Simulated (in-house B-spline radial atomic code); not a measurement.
Results of a calculation; reference values are marked as such.
# Stopping and range of 120 keV Al in InAs

The pair potential comes from two frozen, spherical free-atom densities (PBE, B-spline radial code, scalar-relativistic past argon): electrostatics plus the change in Thomas-Fermi kinetic and Dirac exchange energy where they overlap, the recipe behind the universal ZBL potential, which averages such potentials (from solid-state densities) over many pairs. It is written V = (Z1 Z2 e²/r) φ(r/a), with e² = 14.3996 eV·Å and a = 0.46850 Å/(Z1^0.23 + Z2^0.23); ZBL's fit is φ = 0.18175 e^(−3.1998x) + 0.50986 e^(−0.94229x) + 0.28022 e^(−0.4029x) + 0.02817 e^(−0.20162x). Where φ falls below 4e-4 it is continued as an exponential.

The target is taken as amorphous, with density 5.68 g/cm³ (NSM archive of the Ioffe Institute); channelling is ignored. Masses: Al 26.98, In 114.82, As 74.92 u. Nuclear stopping is S_n = 4π a Z1 Z2 e² M1/(M1 + M2) × s_n(ε), with s_n integrated over impact parameters for each pair. Electronic stopping is Lindhard and Scharff's S_e = Z1^(1/6) 8π e² a0 Z1 Z2/(Z1^(2/3) + Z2^(2/3))^(3/2) × v/v0, with a0 = 0.529177 Å and v = v0 at 24.801 keV/u; it misses the oscillations with Z1 seen in experiment, which reach tens of per cent. Compounds add by atom fraction.

```json
{"target atom": "In", "a (Å)": "0.11020", "ε at this energy": "1.167", "s_n, this pair": "0.3056", "s_n, ZBL potential": "0.3015"}
{"target atom": "As", "a (Å)": "0.11600", "ε at this energy": "1.657", "s_n, this pair": "0.288", "s_n, ZBL potential": "0.2749"}
```

(1) What are the atom density and the stopping powers at entry?

Along the track:

```json
{"E (keV)": "6", "N S_n (eV/nm)": "266", "N S_e (eV/nm)": "73"}
{"E (keV)": "18", "N S_n (eV/nm)": "311", "N S_e (eV/nm)": "126"}
{"E (keV)": "36", "N S_n (eV/nm)": "312", "N S_e (eV/nm)": "179"}
{"E (keV)": "60", "N S_n (eV/nm)": "296", "N S_e (eV/nm)": "231"}
{"E (keV)": "90", "N S_n (eV/nm)": "276", "N S_e (eV/nm)": "283"}
{"E (keV)": "120", "N S_n (eV/nm)": "257", "N S_e (eV/nm)": "326"}
```

(2) Estimate the path length and the projected range.

Results:

(1) N = 5.68 × 0.602214/94.87 = 0.03606 atoms/Å³. For In: S_n = 2417 × 0.3056 = 738.6 eV·Å², S_e = 2.7789 × √120000 = 962.6 eV·Å². For As: S_n = 2384 × 0.288 = 686.5 eV·Å², S_e = 2.4483 × √120000 = 848.1 eV·Å². Averaged over the target's atoms (half each) and times N × 10 Å/nm, the ion loses N S_n = 257 eV/nm to recoils and N S_e = 326 eV/nm to electrons; the nuclear share is 44 %.

(2) With continuous slowing down the path is the integral of dE/(N (S_n + S_e)). Trapezoids over the table give 225 nm, and the stretch below the first row, with stopping taken as √E, adds 2E/(N S) = 35 nm: 261 nm in all, against 252 nm on a fine grid from 5 eV. Deflections shorten the depth: to first order in the energy passed on, N (S_n + S_e) dR_p/dE = 1 − N S_n (M2/M1) R_p/(2E), summed over the target's atoms, and integrating this on the fine grid gives R_p = 115 nm, 0.46 of the path. Lindhard's rule of thumb R/(1 + M2/3M1), with mean M2/M1 = 3.52, gives 116 nm; it is meant for M2/M1 below about 2. On the ZBL potential the same equation gives 118 nm, and the full integral equation, which keeps hard collisions, 125 nm.
